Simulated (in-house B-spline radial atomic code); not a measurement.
RPA and G0W0 for Tb⁴⁺, [Xe] 4f7, highest spin, as one setting changes: the share of exact exchange in the PBE hybrid start. A dash marks a level of low quasi-particle weight. Computed with an all-electron radial atomic-structure program (B-spline basis): all electrons, scalar-relativistic (spin-free one-electron X2C), finite nucleus, each spin shell either full or empty, empty states to l = 9 with an (l + 1/2)⁻⁴ tail; G0W0 by contour deformation at full frequency.

Without the two-electron picture change, the correlation of inner shells comes somewhat too large for so heavy an element.

| share of exact exchange in the PBE hybrid start | mean-field level (eV) | G0W0 level (eV) | RPA correlation (Eh) |
| --- | --- | --- | --- |
| 0 | -56.56 | 4f up -67.18 | -5.2614 |
| 0.1 | ? | ? | ? |
| 0.2 | -59.50 | 4f up -67.43 | -5.1743 |
| 0.3 | -60.98 | 4f up -67.52 | -5.1329 |
| 0.4 | -62.48 | 4f up -67.60 | -5.0927 |
| 0.5 | -63.99 | 4f up -67.66 | -5.0537 |
| 0.6 | ? | ? | ? |
| 0.7 | -67.04 | 4f up -67.75 | -4.979 |
| 0.8 | -68.59 | 4f up -67.78 | -4.9431 |
| 0.9 | -70.14 | 4f up -67.80 | -4.9081 |
| 1 | -71.70 | 4f up -67.82 | -4.874 |

(1) What belongs in the row for 0.6?

(2) What belongs in the row for 0.1?

(3) At what share of exact exchange does G0W0 leave the highest level unchanged?

Answers

(1) mean-field level (eV): -65.51; G0W0 level (eV): 4f up -67.71; RPA correlation (Eh): -5.0158.

(2) mean-field level (eV): -58.02; G0W0 level (eV): 4f up -67.32; RPA correlation (Eh): -5.2171.

(3) Near 0.75, where the shift changes sign (-0.710 eV at 0.7, +0.803 eV at 0.8).
